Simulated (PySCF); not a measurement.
Molecule: `InChI=1S/C4H7B/c1-2-3-4-5/h2-4H,1,5H2/b4-3-`.

Molfile (atoms numbered from 1):
```
C4H7B
     RDKit          3D

 12 11  0  0  0  0  0  0  0  0999 V2000
    1.9547   -0.7796    0.4246 B   0  0  0  0  0  0  0  0  0  0  0  0
    1.2462    0.5733    0.5865 C   0  0  0  0  0  0  0  0  0  0  0  0
   -0.0446    0.8388    0.2405 C   0  0  0  0  0  0  0  0  0  0  0  0
   -0.9977   -0.0853   -0.3394 C   0  0  0  0  0  0  0  0  0  0  0  0
   -2.2534    0.2752   -0.6489 C   0  0  0  0  0  0  0  0  0  0  0  0
    1.3886   -1.7435   -0.0389 H   0  0  0  0  0  0  0  0  0  0  0  0
    3.1094   -0.9064    0.7630 H   0  0  0  0  0  0  0  0  0  0  0  0
    1.8008    1.4179    1.0124 H   0  0  0  0  0  0  0  0  0  0  0  0
   -0.4377    1.8523    0.4049 H   0  0  0  0  0  0  0  0  0  0  0  0
   -0.6619   -1.1092   -0.5248 H   0  0  0  0  0  0  0  0  0  0  0  0
   -2.6111    1.2948   -0.4723 H   0  0  0  0  0  0  0  0  0  0  0  0
   -2.9619   -0.4322   -1.0865 H   0  0  0  0  0  0  0  0  0  0  0  0
  1  2  1  0
  2  3  2  0
  3  4  1  0
  4  5  2  0
  1  6  1  0
  1  7  1  0
  2  8  1  0
  3  9  1  0
  4 10  1  0
  5 11  1  0
  5 12  1  0
M  END
```

Spin–spin couplings on one PBE0-D3(BJ)/def2-SVP geometry, PySCF, gas phase, non-relativistic, equivalent pairs averaged (spin–dipole term only in couplings to heteroatoms); isotopes 13C, 1H, 11B; basis pcJ-1.

How do the couplings (Hz) change with the functional? Times are CPU seconds on shared hosts with different chips, so compare them loosely.

## Answers


| functional | functions | 1J(C5,H12) | 1J(C4,H10) | 1J(C5,H11) | 1J(C3,H9) | 1J(C2,H8) | 1J(B1,H6) | 1J(C4,C5) | core-s |
| --- | --- | --- | --- | --- | --- | --- | --- | --- | --- |
| LDA | 205 | 132.4 | 128.1 | 127.5 | 119.6 | 116.7 | 102.5 | 53.5 | 22 |
| PBE | 205 | 156.5 | 152.2 | 151.4 | 141.7 | 137.4 | 124.6 | 66.0 | 32 |
| KT2 | 205 | 167.6 | 161.7 | 161.1 | 149.5 | 145.4 | 129.2 | 54.8 | 33 |
| B3LYP | 205 | 171.6 | 166.3 | 166.2 | 155.6 | 150.3 | 134.1 | 74.7 | 20 |
| PBE0 | 205 | 163.0 | 158.1 | 157.5 | 148.3 | 142.8 | 126.3 | 72.9 | 38 |
| B97-2 | 205 | 156.6 | 151.0 | 151.7 | 141.8 | 136.6 | 129.7 | 71.9 | 36 |
| CAM-B3LYP | 205 | 169.5 | 164.4 | 163.9 | 154.4 | 148.4 | 131.0 | 74.2 | 52 | Left out for a near triplet instability: HF/pcJ-1, BHandHLYP/pcJ-1.
